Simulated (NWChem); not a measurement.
**Basis-set dependence for stibine (H3Sb)**

```
Sb
H 1 1.7236
H 1 1.7236 2 91.18
H 1 1.7237 2 91.18 3 -91.21
```
Charge 0, spin multiplicity 1.

The numbers come from NWChem runs, not from measurements. Structure: optimised with B3LYP/def2-SVP with def2 effective core potentials on Sb, a minimum by its harmonic frequencies.

Hartree-Fock energies in Ha, correlation energies in mHa.

Effective core potentials replace the inner electrons of Sb; spin-orbit coupling is left out. The correlated methods keep 4 core orbitals frozen. Coupled-cluster values serve here as a point of comparison, not as the truth.

```
basis      functions         RHF     MP2  SCS-MP2    CCSD  CCSD+T(CCSD)  CCSD(T)  CR-CCSD[T]  CR-CCSD(T)
---------  ---------  ----------  ------  -------  ------  ------------  -------  ----------  ----------
def2-SVP          41  -240.96864  -133.1   -138.2  -160.3        -164.3   -164.2      -163.7      -163.6
def2-TZVP         68  -240.97931  -356.1   -332.1  -367.9        -377.9   -377.2      -376.0      -375.4
```

From def2-SVP to def2-TZVP the Hartree-Fock energy moves by -10.7 mHa and the MP2 correlation energy by -223.0 mHa, which is 63 % of its value in the larger set.
